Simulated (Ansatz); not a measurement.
Ansatz (an electronic-structure program) input:

Ansatz 0.2 input:
```yaml
crystal:
  periodic: [false, false, false]
  atoms:
    - {symbol: Si, position_ang: [0.10031695, -0.04536199, 0.06951679]}
    - {symbol: C, position_ang: [1.82758318, 0.21989017, -0.57112687]}
    - {symbol: C, position_ang: [-0.86567945, -1.13523632, -1.15226542]}
    - {symbol: C, position_ang: [-0.72913802, 1.63894016, 0.37365428]}
    - {symbol: N, position_ang: [-0.00414968, -0.87745825, 1.60013897]}
    - {symbol: H, position_ang: [2.31759920, -0.47110377, -1.23547503]}
    - {symbol: H, position_ang: [2.43461938, 1.06092410, -0.28360184]}
    - {symbol: H, position_ang: [-0.96647308, -0.65157703, -2.11823705]}
    - {symbol: H, position_ang: [-1.86296286, -1.35191659, -0.78416680]}
    - {symbol: H, position_ang: [-0.36165825, -2.08297173, -1.31280580]}
    - {symbol: H, position_ang: [-1.71063090, 1.51877151, 0.82001872]}
    - {symbol: H, position_ang: [-0.85041643, 2.19280247, -0.55130273]}
    - {symbol: H, position_ang: [-0.13457206, 2.25043161, 1.04495598]}
    - {symbol: H, position_ang: [0.31876695, -0.39718247, 2.42528034]}
    - {symbol: H, position_ang: [0.29005567, -1.84112186, 1.63720528]}
basis:
  gaussian:
    orbitals: def2-TZVP
hamiltonian:
  xc: b3lyp
  dispersion: d3bj
magnetization: {spin_polarized: true, initial_magnetization: 1}
relax: {f_tol: 0.002, max_steps: 150}
```

Q: What final total energy does it print?

A: -464.71428 Eh (B3LYP-D3(BJ)/def2-TZVP). The basis has 221 functions.

It need not be the lowest isomer of its formula.
